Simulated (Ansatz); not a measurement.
`N=[CH][Ga]([F])[F]` + H₂Se → `[F][Ga]([F])[SeH]` + `C=N` at 600 K and 1 bar (ligand exchange at a Ga–C bond).

Isolated molecules relaxed with PBE0-D4/def2-TZVP in Ansatz; ΔE leaves out vibrations. CBS: MP2 limit from def2 TZ/QZ plus the TZ coupled-cluster correction, frozen cores. This one scheme is used for every species. For Ga, Se outer-core shells are correlated without core-valence functions, which leaves a few kJ/mol of doubt a bond. Scalar relativity is left out up to krypton. One conformer a species, not always the lowest.

| species | CCSD(T)/CBS energy (Eh) | H − E (kJ/mol) | S (J/(mol·K)) |
| --- | --- | --- | --- |
| `N=[CH][Ga]([F])[F]` | -2217.53635 | 143.7 | 418.3 |
| H₂Se | -2401.89790 | 57.0 | 244.8 |
| `[F][Ga]([F])[SeH]` | -4524.95394 | 78.3 | 404.3 |
| `C=N` | -94.52360 | 129.6 | 259.4 |

H − E and S are ideal-gas, rigid-rotor, harmonic terms from PBE0-D4/def2-TZVP, for one conformer and one mirror image of each species. 1 Eh = 2625.50 kJ/mol, R = 8.31446 J/(mol·K).

**Question.** By hand: ΔE, ΔH, ΔS and ΔG.

**Answer.** ΔE = (-4524.95394) + (-94.52360) − (-2217.53635) − (-2401.89790) = -0.04329 Eh = -113.7 kJ/mol. Δ(H − E) = 78.3 + 129.6 − 143.7 − 57.0 = 7.2, so ΔH = -106.5 kJ/mol. ΔS = 404.3 + 259.4 − 418.3 − 244.8 = 0.6 J/(mol·K). ΔG = -106.5 − 600 × (0.6)/1000 = -106.9 kJ/mol.

**Question.** By hand: the equilibrium constant, and the temperature at which ΔG would vanish if ΔH and ΔS stayed fixed.

**Answer.** log₁₀ K = −ΔG/(RT ln 10) = 9.3. ΔH and −TΔS have one sign here, so there is no such temperature. One of them is within its doubt of zero, so this could turn.

The number of gas molecules stays the same, so ΔS is small and ΔH decides. A doubt of 5 kJ/mol in ΔE shifts log₁₀ K by 0.4 here. Other conformers and mirror images would add mixing entropy, several J/(mol·K) or more a flexible species. These are equilibria of isolated gas molecules and say nothing of rates. Largest T1 diagnostic: 0.015 (customary marks: 0.02 for closed shells, 0.045 for open ones).
